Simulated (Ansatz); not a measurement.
Consider the ligand exchange at the Si–F bond: `O[SiH2]F` + `O[SiH]1C=C1` → `O[SiH2]O[SiH]1C=C1` + H–F.

Gas-phase electronic energies from Ansatz, PBE0-D4/def2-TZVP geometries. CCSD(T)/CBS is the MP2 limit (def2-TZVPP, def2-QZVPP) plus CCSD(T) − MP2 in def2-TZVPP, frozen cores. This one scheme is used for every species. DFT in def2-TZVPP. B3LYP here is the variant with VWN-RPA as its local correlation; programs differ in this. Each species was taken in one conformer, which may not be the lowest.

| level | ΔE (kJ/mol) |
| --- | --- |
| PBE-D4 | 33.3 |
| r2SCAN-D4 | 35.1 |
| PBE0-D4 | 30.0 |
| r2SCAN | 37.1 |
| B3LYP | 39.8 |
| HF/def2-TZVPP | 36.6 |
| SCS-MP2/def2-TZVPP | 31.2 |
| MP2/def2-QZVPP | 28.0 |

Q: What does CCSD(T)/CBS give? (Best estimate.)

A: Computed: +28.5 kJ/mol. The listed levels differ from it by 4.8, 6.6, 1.5, 8.6, 11.3, 8.1, 2.7, -0.5 kJ/mol.

Largest T1 diagnostic among the species: 0.012.

The D4 term adds −9.2 kJ/mol with B3LYP and −5.4 kJ/mol with PBE0; it sums over pairs of atoms, weighted by their polarisabilities, and B3LYP, whose exchange is more repulsive, gets the larger term. From PBE to PBE0 (25 % exact exchange), in def2-TZVPP and without D4, ΔE moves by −3.8 kJ/mol.
